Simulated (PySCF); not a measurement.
Cards and structures have been mixed up. Pair them.

Structures:
1. `CBCC` (C3H9B)
2. `C=CC1=C(CC#N)C1` (C7H7N)
3. `C=CC#CCF` (C5H5F)
4. `Cl[Te](Cl)(Cl)Cl` (TeCl4)

Card P (geometry PBE0-D3(BJ)/def2-SVP):
* Rotational constants A, B, C: 13.359, 4.730, 3.731 GHz
* Static isotropic polarisability (CAM-B3LYP/def2-SVPD): 53.1 au
* Vertical ionisation energy (ΔSCF CAM-B3LYP/def2-SVPD): 10.78 eV
* Lowest triplet excitation (Tamm–Dancoff) (TDA CAM-B3LYP/def2-SVPD): 5.54 eV
* HOMO energy (CAM-B3LYP/def2-SVPD): -9.86 eV
* Lowest singlet excitation (TDDFT CAM-B3LYP/def2-SVPD): 6.08 eV (204 nm, f = 0.002)

Card Q (geometry PBE0-D3(BJ)/def2-SVP):
- Rotational constants A, B, C: 1.483, 0.955, 0.781 GHz
- Static isotropic polarisability (CAM-B3LYP/def2-SVPD): 106.9 au
- Lowest singlet excitation (TDDFT CAM-B3LYP/def2-SVPD): 3.70 eV (335 nm, f = 0.007)
- Dipole moment (CAM-B3LYP/def2-SVPD): 1.05 D
- HOMO energy (CAM-B3LYP/def2-SVPD): -9.84 eV
- Vertical ionisation energy (ΔSCF CAM-B3LYP/def2-SVPD): 10.60 eV

Card R (geometry PBE0-D3(BJ)/def2-SVP):
- Rotational constants A, B, C: 22.139, 1.263, 1.204 GHz
- Static isotropic polarisability (CAM-B3LYP/def2-SVPD): 65.8 au
- Dipole moment (CAM-B3LYP/def2-SVPD): 2.06 D
- 13C chemical shifts (computed TMS as zero) by class (GIAO PBE0/pcSseg-1): 134.6 (1 C), 125.0 (1 C), 95.2 (1 C), 94.8 (1 C), 71.5 (1 C) ppm
- Lowest triplet excitation (Tamm–Dancoff) (TDA CAM-B3LYP/def2-SVPD): 3.40 eV

Card S (geometry PBE0-D3(BJ)/def2-SVP):
* Rotational constants A, B, C: 3.618, 1.248, 0.939 GHz
* Static isotropic polarisability (CAM-B3LYP/def2-SVPD): 89.8 au
* Point group: Cs
* HOMO energy (CAM-B3LYP/def2-SVPD): -8.03 eV
* Strongest line among the 6 lowest singlet transitions (TDDFT CAM-B3LYP/def2-SVPD): S1 at 5.25 eV (236 nm, f = 0.497)
* Dipole moment (CAM-B3LYP/def2-SVPD): 3.36 D

Each SMILES stands for a single optimised conformer of the isolated species (atoms past krypton carry core potentials, spin–orbit coupling is left out); the electronic structure was computed with PySCF and density fitting. NMR classes are plain means over equivalent atoms (diastereotopic ones count apart unless rotation or inversion swaps them), as if these changed places fast.

**Question.** Which card belongs to which structure?

**Answer.** P = 1, Q = 4, R = 3, S = 2. What ties each card to its structure:
- 1 (card P), C3H9B, monoisotopic mass 56.1 u, 4 heavy atoms: an asymmetric top with C = 3.731 GHz, the highest such constant on the cards; polarisability 53.1 au for 32 electrons, the smallest shown.
- 2 (card S), C7H7N, monoisotopic mass 105.1 u, 8 heavy atoms: an asymmetric top with C = 0.939 GHz; polarisability 89.8 au for 56 electrons; dipole 3.36 D.
- 3 (card R), C5H5F, monoisotopic mass 84.0 u, 6 heavy atoms: 5 C in 5 classes; the least shielded carbon (134.6 ppm) is a terminal =CH2 carbon; an asymmetric top with C = 1.204 GHz; polarisability 65.8 au for 44 electrons; dipole 2.06 D.
- 4 (card Q), TeCl4, monoisotopic mass 269.8 u, 5 heavy atoms: an asymmetric top with C = 0.781 GHz, the lowest such constant on the cards; polarisability 106.9 au for 120 electrons, the largest shown; dipole 1.05 D.
